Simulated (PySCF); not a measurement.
A structure optimised at PBE0-D3(BJ)/def2-SVP, used in a PySCF frequency run:

```
N
H 1 1.0298
Si 1 1.8769 2 106.94
H 3 1.4814 1 104.95 2 -41.25
H 3 1.4830 4 114.16 1 112.33
H 3 1.4832 4 114.35 5 133.30
Si 1 1.8769 2 106.94 3 120.00
H 7 1.4814 1 104.95 2 -41.25
H 7 1.4830 8 114.16 1 112.33
H 7 1.4832 8 114.35 9 133.30
Si 1 1.8769 2 106.94 3 -120.00
H 11 1.4814 1 104.95 2 -41.25
H 11 1.4830 12 114.16 1 112.33
H 11 1.4832 12 114.35 13 133.30
```
Charge +1, spin multiplicity 1.

Problem. Write its SMILES, formula and point group.

Solution. [SiH3][NH+]([SiH3])[SiH3], H10NSi3, C3

Problem. What are its rotational constants (standard atomic weights)?

Solution. 2.8643, 2.8643, 1.5619 GHz
